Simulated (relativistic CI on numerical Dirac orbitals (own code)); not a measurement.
# Rb XXII: sensitivity of the levels to the model

Base calculation: Dirac-Coulomb-Breit CI, orbitals from a KLI potential per configuration, model QED (radiative potential, 1s self-energy scaled to tabulated hydrogen-like ionisation energies), unscaled Slater integrals.

CI space (outside the closed core [Ne]): 3s2 3p4, 3s 3p5, 3s2 3p3 3d, 3p6, 3s 3p4 3d, 3p5 3d, 3s 3p3 3d2, 3s2 3p2 3d 4p, 3p5 4s, 3s2 3p3 4s, 3p5 4p, 3s 3p3 3d 4s, 3s2 3p3 4p, 3s2 3p3 4d, 3s 3p4 4s, 3p4 3d 4p, 3s2 3p3 4f, 3s 3p4 4p, 3s 3p4 4d, 3s 3p4 4f, 3s2 3p3 5s, 3s2 3p3 5p, 3s2 3p3 5d, 3s2 3p2 4s 4p, 3s2 3p3 5f, 3s2 3p3 5g, 3s 3p3 4s2, 3s 3p4 5s, 3s 3p4 5p, 3s2 3p2 3d2, 3s2 3p 3d3, 3s 3p2 3d3, 3s2 3p 3d2 4s, 3s2 3p 3d2 4p, 3s2 3p 3d2 4d, 3p4 3d2, 3p3 3d3, 3p3 3d2 4s, 3p3 3d2 4p, 3p3 3d2 4d, 3s2 3p2 3d 4s, 3s 3p2 3d2 4s, 3s2 3p 3d 4s2, 3s2 3p 3d 4s 4p, 3s2 3p 3d 4s 4d, 3p4 3d 4s, 3p3 3d 4s2, 3p3 3d 4s 4p, 3p3 3d 4s 4d, 3s2 3p2 4s2, 3s 3p2 3d 4s2, 3s2 3p 4s2 4p, 3s2 3p 4s2 4d, 3s2 3p2 4p2, 3s2 3p 3d 4p2, 3s 3p2 3d 4p2, 3s2 3p 4s 4p2, 3s2 3p 4p3, 3s2 3p 4p2 4d. Double excitations out of closed p, d and f shells are left out; levels of such configurations are missing from the list, as are those of other unlisted configurations, and high levels can miss mixing partners. These lack a partner that the ground configuration has and come out too high: 3s2 3p3 4f, 3s 3p4 4p, 3s 3p4 4d, 3s 3p4 4f, 3s2 3p3 5s.

Variants: (1) valence Slater integrals scaled by 0.9; (2) configuration mixing switched off; (3) one mean potential for all configurations. Shifts of the energy above 3s2 3p4 3P_2, in cm⁻¹, for the lowest level and the first level of each name with at least 55 % of one term (blank where a level changes its place among those of its configuration and J or its character, or is not in the variant):

| Level | Base | Δ(1) | Δ(2) | Δ(3) |
| --- | --- | --- | --- | --- |
| 3s2 3p4 3P_2 | 0 | 0 | 0 | 0 |
| 3s2 3p4 3P_0 | 51849 | -3276 | +3825 | 0 |
| 3s2 3p4 3P_1 | 90553 | +1030 | +610 | +18 |
| 3s2 3p4 1D_2 | 129188 | -2937 | +3279 | +15 |
| 3s2 3p4 1S_0 | 252653 | -5389 | +10725 | +26 |
| 3s 3p5 3P°_2 | 581768 | +12665 | +74137 | +167 |
| 3s 3p5 3P°_1 | 626168 | +11538 | +85225 | +147 |
| 3s 3p5 3P°_0 | 675910 | +13338 | +84201 | +144 |
| 3s2 3p3 3d 5D°_3 | 734871 | +7173 | -14204 | -117 |
| 3s2 3p3 3d 5D°_0 | 739183 | +7458 | -19687 | -87 |
| 3s2 3p3 3d 5D°_1 | 741854 | +7666 | -19612 | -85 |
| 3s2 3p3 3d 5D°_4 | 750009 | +7600 | -14852 | -117 |
| 3s2 3p3 3d 3D°_1 | 817610 | +5053 | -10461 | -116 |
| 3s2 3p3 3d 1S°_0 | 826112 | +4303 | -4585 | -107 |

At this charge energies of transitions that change n are usually good to better than 1 %, and those within a shell (Δn = 0) to a few per cent.

Ionisation energy from the two ground configurations alone: base 958.307 eV; valence Slater integrals scaled by 0.9 958.608 eV. The NIST ASD value (semi-empirical) is 958.9 eV.

LS names give the leading component of a level, which can be under half, so a name can repeat, a term be missing and a line seem to break the LS rules.
